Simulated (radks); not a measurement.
Results of a calculation; reference values are marked as such.
All-electron atom: Mg3+ in [He] 2s2 2p5. Code: a radial shooting solver on a logarithmic mesh with Libxc functionals. Model: non-relativistic Kohn-Sham, TASK exchange with Perdew-Wang LDA correlation, spin-polarised, spherical densities, point nucleus; open shells are filled with parallel spins first; meta-GGA in the generalised Kohn-Sham scheme.

Unscreened Slater integrals over Kohn-Sham orbitals (eV). They are taken over the spin-up orbitals.

integral,value
"F0(2p,2p)",39.413
"F2(2p,2p)",18.145
"F0(2p,2s)",37.851
"G1(2p,2s)",22.698
"F0(2p,1s)",55.465
"G1(2p,1s)",7.3264
"F0(2s,2s)",36.834
"F0(2s,1s)",52.140
"G0(2s,1s)",4.2301
"F0(1s,1s)",195.25

Derived for the open shells (J is the average intra-shell exchange parameter used in DFT+U). 2p: J = F2/5 = 3.629 eV.
